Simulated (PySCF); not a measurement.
**Two-component Hartree-Fock for V²⁺ (vanadium, charge +2)**

Start: [Ar] 3d2 4p1; 3d5/2 filled at m_j = +3/2, +5/2; 4p3/2 filled at m_j = +3/2. Calculated with PySCF 2.14 in x2c-SVPall-2c with one added diffuse shell each of s, d type (6s5p4d1f, 48 functions): generalised Hartree-Fock with the X2C-1e Hamiltonian and a Gaussian nucleus; one run each with spin-orbit coupling (SO) switched off, then screened by Boettger's factors. This is a chosen level, not necessarily the ground level.

```json
{"spinor shell": "1s1/2", "electrons": "2", "ε, spin-free (eV)": "-5546.6", "ε, screened SO (eV)": "-5546.6", "weight of nominal j (screened SO)": "1.000", "rms radius, screened SO (bohr)": "0.0768"}
{"spinor shell": "2s1/2", "electrons": "2", "ε, spin-free (eV)": "-685.39", "ε, screened SO (eV)": "-685.39", "weight of nominal j (screened SO)": "1.000", "rms radius, screened SO (bohr)": "0.332"}
{"spinor shell": "2p1/2", "electrons": "2", "ε, spin-free (eV)": "-574.26", "ε, screened SO (eV)": "-578.93", "weight of nominal j (screened SO)": "0.995", "rms radius, screened SO (bohr)": "0.301"}
{"spinor shell": "2p3/2", "electrons": "4", "ε, spin-free (eV)": "-574.26", "ε, screened SO (eV)": "-571.96", "weight of nominal j (screened SO)": "0.998", "rms radius, screened SO (bohr)": "0.304"}
{"spinor shell": "3s1/2", "electrons": "2", "ε, spin-free (eV)": "-113.39", "ε, screened SO (eV)": "-113.39", "weight of nominal j (screened SO)": "1.000", "rms radius, screened SO (bohr)": "1.01"}
{"spinor shell": "3p3/2", "electrons": "4", "ε, spin-free (eV)": "-80.345", "ε, screened SO (eV)": "-81.024", "weight of nominal j (screened SO)": "0.857", "rms radius, screened SO (bohr)": "1.09"}
{"spinor shell": "3p1/2", "electrons": "2", "ε, spin-free (eV)": "-80.345", "ε, screened SO (eV)": "-79.007", "weight of nominal j (screened SO)": "0.713", "rms radius, screened SO (bohr)": "1.09"}
{"spinor shell": "3d5/2", "electrons": "2", "ε, spin-free (eV)": "-39.025", "ε, screened SO (eV)": "-39.006", "weight of nominal j (screened SO)": "0.896", "rms radius, screened SO (bohr)": "1.31"}
{"spinor shell": "4p3/2", "electrons": "1", "ε, spin-free (eV)": "-17.949", "ε, screened SO (eV)": "-17.929", "weight of nominal j (screened SO)": "1.000", "rms radius, screened SO (bohr)": "3.46"}
```

```
   quantity   spin-free  screened SO
E (hartree)  -946.90346   -946.90692
        M_J        11/2         11/2
       ⟨J²⟩      35.755       35.755
       ⟨L²⟩      20.004       20.005
       ⟨S²⟩       3.750        3.750
```

Each row is a mean over spinors that exchange with the open shell spreads, by up to 9.055 eV (3p3/2).

Rows whose weight is well below 1 are mixtures of j = l ± 1/2: exchange outweighs spin-orbit coupling there, and the label is only the starting occupation.

Without spin-orbit coupling the j labels of p, d and f shells carry no meaning; the spin-free column gives the mean over the occupied spinors of each nl shell.
